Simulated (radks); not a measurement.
Spherical quantum dot in the effective-mass picture: electrons in a hard-walled sphere of radius 2.69, all in effective atomic units (hartree* = m*/eps^2 hartree, bohr* = eps/m* bohr), one dielectric constant everywhere. Method: non-relativistic Kohn-Sham, PBEsol, spin-polarised, spherical densities; computed with a radial shooting solver with Libxc functionals. Levels are named by radial order and angular momentum (1s, 1p, 1d, 2s, ...), and open shells are averaged over m.

N = 3, configuration 1s2 1p(up 1, down 0). This is the lowest configuration that the search found. Occupied and some empty levels:

| level | occupation | eigenvalue (hartree*) | <r> (bohr*) |
|---|---|---|---|
| 1s up | 1 | 2.0196 | 1.446 |
| 1s down | 1 | 2.0839 | 1.433 |
| 1p up | 1 | 2.6331 | 1.644 |
| 1p down | 0 | 2.7096 | 1.640 |
| 1d up | 0 | 3.4739 | 1.772 |
| 1d down | 0 | 3.5551 | 1.771 |
| 2s up | 0 | 4.1107 | 1.306 |
| 2s down | 0 | 4.1501 | 1.311 |
| 1f up | 0 | 4.5146 | 1.864 |
| 1f down | 0 | 4.5972 | 1.865 |

Energy (hartree*): total 4.39288, kinetic 2.8095, external 0, Hartree 2.6696, exchange-correlation -1.0862.
